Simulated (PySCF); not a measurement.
## Static response to an electric field

C4H4Cl2N2Si.
SMILES with atom numbers: `[N:1]#[C:2][SiH:3]([C:4]#[N:5])[CH2:6][CH:7]([Cl:8])[Cl:9]` (hydrogens: H10 on Si3; H11, H12 on C6; H13 on C7)

Geometry (GFN2-xTB, Å), atoms numbered from 1 in this order:
```
atom  x, y, z in Å
N1     1.2719    2.6790    0.8739
C2     1.1021    1.7451    0.2344
Si3    0.7983    0.2159   -0.7969
C4     2.4262   -0.7040   -0.7331
N5     3.4234   -1.2652   -0.7091
C6    -0.4812   -0.8611    0.1280
C7    -1.6154   -0.0155    0.6499
Cl8   -2.2527    1.0208   -0.6543
Cl9   -2.9388   -1.0262    1.2918
H10    0.4742    0.5692   -2.1731
H11   -0.0291   -1.3939    0.9671
H12   -0.8790   -1.6167   -0.5514
H13   -1.3044    0.6530    1.4551
```

Level: CAM-B3LYP/def2-SVPD (PySCF), static field, nuclei fixed, core orbitals frozen in the response. The polarisability tensor in these axes (au):

```
x   118.88  -0.85  -7.40
y    -0.85 102.89  -1.41
z    -7.40  -1.41  89.95
```

Diagonalise the tensor; give its mean and Δα, where Δα² is half the sum of the squared differences of the eigenvalues.

Principal values 88.00, 103.04 and 120.68 au; mean 103.90 au = 15.40 Å³ = 17.13 × 10⁻⁴⁰ C²·m²/J; Δα = 28.33 au (27 % of the mean).

What is the dipole moment, and where does it point?

(-2.49, -1.44, -1.26) D, 3.14 D in size, pointing from the negative to the positive side. Measured along this direction, the outermost atoms are N1 at the negative end and Cl9 at the positive end.

Find the Langevin capture rate constant for NH4+ (18.034 u) meeting this molecule (177.952 u), k = 2.342 × 10⁻⁹ cm³/s × √(α in Å³ / reduced mass in u).

The reduced mass is 16.37 u, so k = 2.27 × 10⁻⁹ cm³/s. The formula leaves out the permanent dipole, which adds to the capture rate.

What are the principal values of the traceless quadrupole moment, Θ = ½Σq(3rr − r²1), about the centre of nuclear charge?

-17.32, -1.64, 18.96 D·Å. The values depend on the origin, since the dipole doesn't vanish. The electronic extent ⟨r²⟩ about the same centre is 2246 bohr², a root-mean-square distance of 2.64 Å for the 90 electrons.

Estimate the molar refractivity from the static electronic polarisability.

Lorentz–Lorenz: R = (4π/3)N_A α = 2.5225 cm³/(mol·Å³) × 15.40 Å³ = 38.8 cm³/mol, in the limit of long wavelengths.

Sum over states: ᾱ = Σ f/ω², ω in Eh. What share falls to these 8 lowest TDDFT singlets (eV, f)? 7.00, 0.0046; 7.05, 0.0047; 7.06, 0.0055; 7.12, 0.0008; 7.27, 0.0048; 7.39, 0.0015; 7.41, 0.0010; 7.42, 0.0132.

They add up to 0.51 au, 0.5 % of the 103.90 au; the largest single term is 0.18 au, from the state at 7.42 eV. Terms in order: 0.07, 0.07, 0.08, 0.01, 0.07, 0.02, 0.01, 0.18 au. Higher excitations give the rest. The strengths listed sum to 0.036.

One conformer (not necessarily the lowest) at the GFN2-xTB geometry, without solvent, vibrations or thermal averaging.
